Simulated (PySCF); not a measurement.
## Working out the ionisation energy of V

V [Ar] 3d3 4s2 (4F) → V⁺ [Ar] 3d4 (5D). Computed with PySCF 2.14 in x2c-TZVPPall with one added diffuse shell each of s, p, d, f type (7s6p5d3f1g, 80 functions), with scalar relativity by spin-free X2C-1e. Frozen: [Ne]. Energies in hartree (1 hartree = 27.21139 eV):

```csv
part,V (lower),V⁺ (upper)
UHF,-948.133902,-947.907250
MP2 opposite-spin,-0.238431,-0.214380
MP2 same-spin,-0.103951,-0.121392
```

Problem. What does Hartree-Fock give?

Solution. (-947.907250) − (-948.133902) = 0.226652 hartree = 6.168 eV.

Problem. What do MP2 and SCS-MP2 (6/5 opposite-spin, 1/3 same-spin) give?

Solution. The opposite-spin parts differ by 0.654 eV and the same-spin parts by -0.475 eV. MP2: 6.168 + (0.654) + (-0.475) = 6.347 eV. SCS-MP2: 6.168 + 1.2 × (0.654) + (-0.475)/3 = 6.794 eV.

Measured between the centres of the two terms (NIST): 6.732 eV, so MP2 (valence and next inner shell) is off by -0.385 eV.

What remains against the reference includes basis incompleteness, the frozen core and correlation beyond second order.
